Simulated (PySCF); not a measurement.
Computed shifts of a molecule CH₄ClFOSi, PBE0/pcSseg-1 in PySCF, GIAO, gas phase, atoms alike by connectivity averaged where their shifts nearly agree, in ppm (number of nuclei): ¹³C: 60.1 (1). ²⁹Si: 13.9 (1). ¹⁹F: -161.3 (1). ¹H: 5.78 (1), 4.15 (2), 0.02 (1). References: ¹⁷O against H2O (σ = 334.2 ppm); ¹³C against TMS (σ = 186.3 ppm); ²⁹Si against TMS (σ = 352.7 ppm); ¹⁹F against CFCl3 (σ = 167.2 ppm); ³⁵Cl against HCl (σ = 945.9 ppm); ¹H against TMS (σ = 31.56 ppm), references at their B3LYP-D3(BJ)/def2-TZVP geometries, non-relativistic (without spin–orbit terms, shifts of atoms bonded to Cl or Br come out too high). Geometry: PBE-D3(BJ)/def2-SVP. One conformer was computed; it need not be the lowest.

Q: Pick the molecule that these values belong to.
A. O[Si@@H](Cl)CF
B. CO[Si@H](F)Cl
C. C[Si@](O)(F)Cl
D. OC[Si@@H](F)Cl

A: D, OC[Si@@H](F)Cl
